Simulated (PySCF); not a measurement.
Gas-phase reaction: GeI4 + 2 GeO = GeO2 + 2 GeI2

Computed with PySCF and rigid-rotor harmonic-oscillator thermochemistry at 1 bar. † marks an energy on the PBE0/def2-TZVP geometry and frequencies; other levels use their own. MP2 freezes the core. All species are closed-shell singlets. I: scalar-relativistic def2 core potential, no spin-orbit coupling. Ge: all electrons, no relativistic terms. GeO2: computed as isolated molecules; such fragments, hydroxides, amides, oligomers or adducts are transient or little studied in the gas. MP2 isn't extrapolated to the basis-set limit; its ΔH°(298 K) is 211.4 kJ in def2-SVP and 199.7 kJ in def2-TZVPP. The harmonic model lacks anharmonicity and excited electronic states, which grow with temperature; levels with a mode under 35 cm⁻¹ are left out. Soft modes under 120 cm⁻¹ make the harmonic entropy rough for GeI4, GeI2.

| level | ΔE electronic, kJ | ΔH°(298 K), kJ | ΔS°(298 K), J/K | ΔG°(1800 K), kJ |
|---|---|---|---|---|
| BLYP/def2-TZVP† | 94 | 93 | 36 | 36 |
| MP2/def2-SVP† | 213 | 211 | 36 | 155 |
| PBE/def2-SVP | 109 | 108 | 36 | 51 |
| PBE/def2-TZVP† | 100 | 98 | 36 | 42 |
| PBE0/def2-QZVP† | 125 | 124 | 36 | 67 |
| r2SCAN/def2-TZVP† | 123 | 122 | 36 | 66 |
| LDA/def2-TZVP† | 113 | 112 | 36 | 56 |
| ωB97X-V/def2-TZVP† | 170 | 169 | 36 | 113 |
ΔH° is lowest at BLYP/def2-TZVP† and highest at MP2/def2-SVP†. No reference value is set beside these.
